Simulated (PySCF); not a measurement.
Compound: CH8GeOSi.
Bonds: C1–Si2, Si2–O3, O3–Ge4. Hydrogens: H5, H6, H7 on C1; H8, H9 on Si2; H10, H11, H12 on Ge4.

Computed with PySCF at CAM-B3LYP/def2-SVPD, non-relativistic, on one gas-phase PBE0-D3(BJ)/def2-SVP geometry that isn't relaxed in the solvent. The solvent is an IEF-PCM continuum (cavity from Bondi-type radii × 1.2), and excitations are vertical TDDFT with non-equilibrium linear response and a frozen core. Only the electrostatic response of the medium enters. Spin–orbit coupling is left out although an atom past zinc is present.

Gas-phase singlets (H = HOMO, L = LUMO):

```json
{"state": "S1", "E (eV)": "7.007", "λ (nm)": "177", "f": "0.004", "leading configurations": "H→L 85%"}
{"state": "S2", "E (eV)": "7.298", "λ (nm)": "170", "f": "0.006", "leading configurations": "H-1→L 82%"}
{"state": "S3", "E (eV)": "7.730", "λ (nm)": "160", "f": "0.015", "leading configurations": "H→L+1 84%"}
{"state": "S4", "E (eV)": "8.049", "λ (nm)": "154", "f": "0.083", "leading configurations": "H-1→L+1 80%"}
{"state": "S5", "E (eV)": "8.164", "λ (nm)": "152", "f": "0.046", "leading configurations": "H→L+2 39%, H-2→L 29%"}
```

How does the list change in acetonitrile (ε = 35.69)?

```tsv
state	E (eV)	λ (nm)	f	leading configurations	change by rank (eV)
S1	7.054	176	0.004	H→L 87%	+0.047
S2	7.358	168	0.005	H-1→L 86%	+0.060
S3	7.830	158	0.026	H→L+1 81%	+0.100
S4	8.142	152	0.091	H-1→L+1 40%, H-2→L 20%, H→L+2 16%	+0.093
S5	8.177	152	0.078	H-1→L+1 36%, H-2→L 26%	+0.013
```

The ground-state energy changes by -0.078 eV from gas to acetonitrile. By how much does the total energy of gas-phase S1 change?

E(S1) = E(S0) + excitation energy, so it changes by -0.078 + 0.047 = -0.031 eV: it is lowered less than the ground state, which is what a blue shift means. This is the vertical state, with the slow part of the continuum still set for S0.

How do the frontier levels move from gas to acetonitrile?

```
orbital  gas (eV)  solvent (eV)  change (eV)                      Löwdin shares, gas                 Löwdin shares, solvent
 LUMO+2      1.55          1.69        +0.14     C1 18 %, Si2 18 %, Ge4 17 %, H6 9 %    Si2 20 %, C1 18 %, Ge4 15 %, H6 9 %
 LUMO+1      0.87          1.06        +0.19   Ge4 48 %, H10 10 %, H11 10 %, H12 8 %  Ge4 48 %, H10 11 %, H11 11 %, H12 9 %
   LUMO      0.78          0.91        +0.13   Ge4 35 %, O3 14 %, H12 11 %, Si2 11 %   Ge4 32 %, Si2 16 %, O3 14 %, H12 9 %
   HOMO     -9.61         -9.55        +0.06      O3 38 %, C1 18 %, Si2 14 %, H9 8 %    O3 36 %, C1 19 %, Si2 14 %, Ge4 8 %
 HOMO-1     -9.86         -9.86         0.00     O3 34 %, Si2 19 %, H8 14 %, H9 10 %    O3 34 %, Si2 18 %, H8 13 %, H9 10 %
 HOMO-2    -10.87        -10.75        +0.12   Ge4 22 %, H12 17 %, Si2 15 %, H9 10 %  Ge4 22 %, H12 15 %, Si2 14 %, C1 13 %
 HOMO-3    -10.94        -10.83        +0.11  Ge4 22 %, H10 15 %, Si2 14 %, H11 12 %  Ge4 24 %, H10 19 %, Si2 15 %, H8 13 %
```

The HOMO–LUMO gap goes from 10.39 to 10.46 eV.

Shape of the structure used: `[CH3:1][SiH2:2][O:3][GeH3:4]`: C1–Si2–O3–Ge4 65°.
